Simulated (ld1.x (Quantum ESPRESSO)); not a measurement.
# gold: variants of one TM semilocal potential

Base potential:

- Element: Au (Z = 79)
- Generator: ld1.x (Quantum ESPRESSO) 7.5
- Type: norm-conserving Troullier–Martins (semilocal form)
- Functional: PBE
- Relativity: scalar-relativistic
- Frozen core: [Kr] 4d10 4f14 5s2
- Valence charge: 17
- Reference configuration: 5p6 5d9.5 6s0 6p0 (charge +1.5)
- Partial waves: 5p (bound): rc 1.45 bohr; 5d (bound): rc 2.20 bohr; 6s (bound, empty): rc 1.95 bohr
- Local potential: the s channel
- Core correction: none

All-electron outer shells of the reference configuration (PBE, scalar-relativistic, ld1.x):

```csv
shell,level (eV),outermost node (bohr),outermost maximum (bohr)
4f,-95.98,–,0.37
5p,-74.62,0.52,0.96
5d,-21.15,0.56,1.21
6s,-17.85,1.11,2.18
6p,-10.50,1.30,2.84
```

Cutoffs, loose and tight: the cutoffs (Ry, on a coarse ladder) from which the occupation-weighted sum of valence levels, in a spherical-Bessel basis at the reference potential, stays within 10 and 1 mRy of its value at 400 Ry. They do not see the model core or the augmentation charge, which bear on the density cutoff. Test errors are all-electron minus pseudo excitation energies from the reference, over the configurations 5p6 5d10 6s1 6p0; 5p6 5d10 6s0 6p0; 5p6 5d9 6s0 6p0; 5p6 5d8 6s0 6p0; 5p6 5d7 6s0 6p0; 5p6 5d9 6s2 6p0; 5p6 5d9 6s1 6p1. A dash means not determined; rows that change the core or the reference have their own tests.

In the semilocal form every listed channel keeps its own potential, so the choice of the local channel does not act on these tests. It acts once the file is put into the separable form.

A semilocal file is local in each channel, so a ghost entry of none says nothing of the separable form that plane-wave codes build from it.

```csv
change,outcome,"cutoff, loose","cutoff, tight",bound ghosts,largest test error (meV)
base,generated,70 Ry,110 Ry,none,+109
reference 5p6 5d10 6s1 6p0,generated,70 Ry,110 Ry,none,+117
wave 6s (bound): rc 1.95 bohr becomes 6s (bound): rc 2.72 bohr,generated,70 Ry,110 Ry,none,+117
wave 5d (bound): rc 2.20 bohr becomes 5d (bound): rc 1.56 bohr,generated,70 Ry,110 Ry,none,+106
local potential the p channel,generated,70 Ry,110 Ry,none,+109
```

Question: What comes out with this change to the base: wave 5p (bound): rc 1.45 bohr becomes 5p (bound): rc 1.58 bohr?

Answer: outcome: generated; cutoff, loose: 55 Ry; cutoff, tight: 90 Ry; bound ghosts: none; largest test error (meV): +169.

Question: What comes out with this change to the base: core [Xe] 4f14, valence charge 11; reference 5d10 6s0.75 6p0.25; waves now 6s (bound): rc 2.00 bohr; 5d (bound): rc 1.50 bohr; 6p (bound): rc 3.40 bohr; local potential the p channel?

Answer: outcome: generated; cutoff, loose: 45 Ry; cutoff, tight: 80 Ry; bound ghosts: none; largest test error (meV): -143.
